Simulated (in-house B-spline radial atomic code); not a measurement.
BLYP excitations of the magnesium ion Mg²⁺

Method: BLYP. Computed with a B-spline radial code for spherical atoms: linear response of the closed shell [He] 2s2 2p6 with the functional's adiabatic kernel; scalar-relativistic (spin-free one-electron X2C), finite nucleus, no spin-orbit coupling, no double excitations, S, P, D and F terms only. Only terms of natural parity with L up to 3 were computed.

Command:
```bash
python run_td.py task.json out
```
Settings (radii: box in bohr, nucleus in fm):
```
Z                        12
electrons                10
configuration            [He] 2s2 2p6
hamiltonian              x2c
method                   b88,lyp
box_radius               29.48
rms_radius               3.057
intervals                74
```

Run time, properties included: 0.2 s on 1 thread of AMD EPYC 9R45 96-Core Processor (Zen 5), with other jobs on the host.

The lowest states, in the order of their Tamm-Dancoff energies; the method's threshold (minus the highest occupied level) is 66.73 eV. Labels give the largest channel, * marks a mixed state, and oscillator strengths are full-response dipole values. Semilocal kernels can invert the small singlet-triplet splittings of Rydberg terms. Energies in eV:

```json
{"state": "2p → 3s 3P", "full response": "47.32", "Tamm-Dancoff": "47.33", "oscillator strength": "-"}
{"state": "2p → 3s 1P", "full response": "47.98", "Tamm-Dancoff": "48.00", "oscillator strength": "0.177"}
{"state": "2p → 3p 3S", "full response": "52.42", "Tamm-Dancoff": "52.45", "oscillator strength": "-"}
{"state": "2p → 3p 3D", "full response": "52.71", "Tamm-Dancoff": "52.72", "oscillator strength": "-"}
{"state": "2p → 3p 1D", "full response": "53.15", "Tamm-Dancoff": "53.15", "oscillator strength": "-"}
{"state": "2p → 3p 1S", "full response": "55.27", "Tamm-Dancoff": "55.49", "oscillator strength": "-"}
{"state": "2p → 3d 3F", "full response": "58.91", "Tamm-Dancoff": "58.91", "oscillator strength": "-"}
{"state": "2p → 3d 3P", "full response": "58.93", "Tamm-Dancoff": "58.93", "oscillator strength": "-"}
{"state": "2p → 3d 1F", "full response": "59.01", "Tamm-Dancoff": "59.01", "oscillator strength": "-"}
{"state": "2p → 3d 1P", "full response": "59.29", "Tamm-Dancoff": "59.30", "oscillator strength": "0.256"}
{"state": "2p → 4s 3P", "full response": "?", "Tamm-Dancoff": "?", "oscillator strength": "-"}
{"state": "2p → 4s 1P", "full response": "59.57", "Tamm-Dancoff": "59.58", "oscillator strength": "0.0403"}
{"state": "2p → 4p 3S", "full response": "60.85", "Tamm-Dancoff": "60.85", "oscillator strength": "-"}
{"state": "2p → 4p 3D", "full response": "60.91", "Tamm-Dancoff": "60.92", "oscillator strength": "-"}
{"state": "2p → 4p 1D", "full response": "61.03", "Tamm-Dancoff": "61.03", "oscillator strength": "-"}
{"state": "2p → 4p 1S", "full response": "61.60", "Tamm-Dancoff": "61.67", "oscillator strength": "-"}
{"state": "2p → 4d 3F", "full response": "?", "Tamm-Dancoff": "?", "oscillator strength": "-"}
{"state": "2p → 4d 3P", "full response": "62.76", "Tamm-Dancoff": "62.76", "oscillator strength": "-"}
{"state": "2p → 4d 1F", "full response": "62.80", "Tamm-Dancoff": "62.80", "oscillator strength": "-"}
```

(1) Where does 2p → 4d 3F lie?

(2) Where does 2p → 4s 3P lie?

(3) How large is the singlet-triplet splitting of 2p → 3s (P terms) in Tamm-Dancoff?

(4) What polarisabilities and dispersion coefficient does the method give?

Answers

(1) At 62.76 eV in full response, 62.76 eV in Tamm-Dancoff.

(2) At 59.44 eV in full response, 59.44 eV in Tamm-Dancoff.

(3) 0.67 eV, from the unrounded values.

(4) Dipole 0.5151 bohr³, quadrupole 0.615 bohr⁵, C6 0.6238 hartree·bohr⁶ for two such species.
